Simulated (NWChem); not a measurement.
# TeBr2; SMILES Br[Te]Br

```xyz
3

Te     0.0000     0.0000     0.9147
Br    -1.9311     0.0000    -0.6795
Br     1.9311     0.0000    -0.6795
```
Atoms are numbered in this order, from 1.

All runs use the structure optimised with PBE0/def2-SVP. Not confirmed as a minimum by frequencies. def2 effective core potentials on Te; no spin-orbit coupling.

Symmetry labels are those of C2v in the frame above (b1 and b2, or b-type labels, depend on it).

Q: List the 4 lowest vertical singlet excitations from PBE0/def2-SVPD with def2 effective core potentials on Te, TDA (NWChem).

A: 
```csv
state,energy (eV),oscillator strength,symmetry,leading excitation (squared amplitude)
S1,2.10,0.001,b2,HOMO → LUMO (1.00)
S2,2.27,0.000,a2,HOMO → LUMO+1 (1.00)
S3,4.28,0.009,b1,HOMO−1 → LUMO (0.77)
S4,4.31,0.000,a2,HOMO−2 → LUMO (0.98)
```
